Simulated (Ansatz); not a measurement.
Consider the redistribution: `O[SiH2]SS` + `[Br][InH][Br]` → `O[SiH3]` + `S[S][In]([Br])[Br]`.

Isolated molecules relaxed with PBE0-D4/def2-TZVP in Ansatz; ΔE leaves out vibrations. CCSD(T)/CBS is the MP2 limit (def2-TZVPP, def2-QZVPP) plus CCSD(T) − MP2 in def2-TZVPP, frozen cores. Elements past krypton have def2 core potentials. For Br, In outer-core shells are correlated without core-valence functions, which leaves a few kJ/mol of doubt a bond. Scalar relativity is left out up to krypton. One conformer a species, not always the lowest.

```
             species  HF/CBS(def2) energy (Eh)
         `O[SiH2]SS`               -1161.37641
     `[Br][InH][Br]`               -5334.85789
           `O[SiH3]`                -366.22576
`S[S][In]([Br])[Br]`               -6130.01261
```

Q: Work out ΔE.

A: ΔE = (-366.22576) + (-6130.01261) − (-1161.37641) − (-5334.85789) = -0.00407 Eh = -10.7 kJ/mol. CCSD(T)/CBS gives -10.2 kJ/mol.

Q: What do rigid-rotor, harmonic-oscillator terms from PBE0-D4/def2-TZVP frequencies (298.15 K, 1 bar) make of the CCSD(T)/CBS value? (Estimate.)

A: The calculation gave: ΔZPE = +1.3 kJ/mol, ΔH = -6.4 kJ/mol, ΔS = 17 J/(mol·K), ΔG = -11.5 kJ/mol. Modes under 50 cm⁻¹ make the entropy rough.

Largest T1 diagnostic among the species: 0.012.

At CCSD(T), def2-SVP lies −7.8 kJ/mol from the extrapolated value and def2-TZVPP +1.1 kJ/mol. Leaving LDA and LC-ωPBE aside and taking each functional with its dispersion term where it has one, the values, not all of them listed here, spread over 13.7 kJ/mol, from BLYP-D4 to ωB97M-V. LDA lies +10.2 kJ/mol from PBE without D4. From BLYP to BHLYP (50 % exact exchange), in def2-TZVPP and without D4, ΔE moves by +7.1 kJ/mol.
